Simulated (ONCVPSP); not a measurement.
**An all-electron radial function and its pseudo partner (magnesium (Mg))**

Columns: radius, all-electron u(r) and pseudo u(r) of the 2s shell (level -80.92 eV) of magnesium in the configuration [He] 2s2 2p6 3s1.5 3p0.5; PBE, scalar-relativistic, ONCV scheme, ONCVPSP 4.0.1.

| r (bohr) | all-electron | pseudo |
| --- | --- | --- |
| 0.055 | -0.5465 | 0.1864 |
| 0.110 | -0.4380 | 0.3677 |
| 0.165 | -0.0988 | 0.5390 |
| 0.220 | 0.2767 | 0.6955 |
| 0.275 | 0.6070 | 0.8330 |
| 0.330 | 0.8651 | 0.9487 |
| 0.385 | 1.0477 | 1.0407 |
| 0.440 | 1.1627 | 1.1079 |
| 0.495 | 1.2220 | 1.1500 |
| 0.550 | 1.2379 | 1.1677 |
| 0.605 | 1.2215 | 1.1630 |
| 0.660 | 1.1819 | 1.1390 |
| 0.715 | 1.1264 | 1.0989 |
| 0.770 | 1.0610 | 1.0462 |
| 0.825 | 0.9899 | 0.9837 |
| 0.880 | 0.9165 | 0.9148 |
| 0.935 | 0.8432 | 0.8429 |
| 0.990 | 0.7715 | 0.7714 |
| 1.045 | 0.7028 | 0.7027 |
| 1.100 | 0.6377 | 0.6377 |
| 1.155 | 0.5768 | 0.5767 |
| 1.210 | 0.5202 | 0.5201 |
| 1.265 | 0.4680 | 0.4680 |
| 1.320 | 0.4201 | 0.4201 |
| 1.375 | 0.3764 | 0.3764 |
| 1.430 | 0.3367 | 0.3366 |

(1) How many radial nodes do the two functions have?

(2) At about which radius was the pseudo-wave matched?

(3) Is the pseudo-wave norm-conserving?

Answers

(1) The all-electron 2s function has n − l − 1 = 1; the pseudo-wave has 0, since the states of the same l below it are removed with the core.

(2) 1.00 bohr. The columns agree to 0.0005 from 0.94 bohr on; several derivatives are matched, so the curves merge somewhat inside the radius.

(3) Yes: the ONCV scheme keeps the norm inside the radius equal to the all-electron one, which fixes the energy derivative of the logarithmic derivative at the level.
